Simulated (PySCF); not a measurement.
**How methods differ on the ionisation energy of Pb⁶⁶⁺**

Pb⁶⁶⁺ [Ne] 3s2 3p4 (3P) → Pb⁶⁷⁺ [Ne] 3s2 3p3 (4S), as a difference of total energies. All numbers are calculated (PySCF 2.14, scalar relativity by spin-free X2C-1e, in an uncontracted even-tempered set (17 s from 19 bohr⁻², ratio 2.5; 12 p from 25 bohr⁻², ratio 2.5; 4 d from 100 bohr⁻², ratio 2.7; 4 f from 150 bohr⁻², ratio 2.7)). Correlated levels: outer shells: 1s2 frozen; virtual orbitals above 40 to 60 times the deepest correlated orbital energy dropped. The calculations carry no spin-orbit coupling.

| method | ionisation energy (eV) |
| --- | --- |
| UHF | 7811.2 |
| MP2 (outer shells) | 7812.5 |
| SCS-MP2 (outer shells) | 7812.5 |
| CCSD (outer shells) | 7812.5 |
| CCSD(T) (outer shells) | 7812.5 |

Spin-orbit coupling is strong in these open shells (close to jj coupling). The scalar numbers leave it out and a first-order estimate fails, so it can dominate the gap to the real levels.

The ground level that NIST lists for one species does not belong to the high-spin term computed here, so part of any gap is the choice of state.

Breit and QED terms and the two-electron picture change are absent.

For comparison: 7650 ± 40 eV (theoretical estimate listed by NIST; NIST Atomic Spectra Database, ionization energies).
